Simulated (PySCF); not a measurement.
Screening by computed properties: pick the candidate that meets the target.

Each SMILES stands for a single optimised conformer of the isolated species, non-relativistic unless stated. Electronic properties by PySCF.

Dipoles, sizes and rotational constants follow the conformer. The torsions of the flexible species, by atom-mapped SMILES:
- `[CH3:1][Si@:2]([NH2:3])([PH2:4])[CH2:5][CH2:6][SiH3:7]`: C1–Si2–C5–C6 171°, Si2–C5–C6–Si7 -177°, H–N3–Si2–C1 -52°, H–N3–Si2–C1 173°, H–P4–Si2–C1 -66°, H–P4–Si2–C1 26°
- `[SiH3:1][N:2]([SiH3:3])[SiH2:4][C:5]([Cl:6])([Cl:7])[Cl:8]`: Si1–N2–Si4–C5 -76°, N2–Si4–C5–Cl6 58°
- `[CH3:1][CH2:2][O:3][Si@@H:4]([NH2:5])[SiH3:6]`: C1–C2–O3–Si4 -140°, C2–O3–Si4–N5 50°, H–N5–Si4–O3 47°, H–N5–Si4–O3 -177°
- `[CH:1]#[C:2][Si@@:3]([F:4])([C:5]#[C:6][CH3:7])[CH:8]([Cl:9])[Cl:10]`: C2–Si3–C8–Cl9 -56°

(1) Wanted: dipole moment between 2 D and 2.5 D (PBE0/pcSseg-1) and smallest rotational constant below 0.56 GHz (GFN2-xTB), at GFN2-xTB geometries. Which candidate meets both?
A. `C#C[Si@@](F)(C#CC)C(Cl)Cl`
B. `CCO[Si@@H](N)[SiH3]`
C. `C[Si@](N)(P)CC[SiH3]`
D. `[SiH3]N([SiH3])[SiH2]C(Cl)(Cl)Cl`

Results:

(1) D. Computed values:
```csv
species,dipole moment,smallest rotational constant
C[Si@](N)(P)CC[SiH3],1.35 D,0.608 GHz
CCO[Si@@H](N)[SiH3],1.77 D,1.013 GHz
[SiH3]N([SiH3])[SiH2]C(Cl)(Cl)Cl,2.17 D,0.453 GHz
C#C[Si@@](F)(C#CC)C(Cl)Cl,2.79 D,0.516 GHz
```
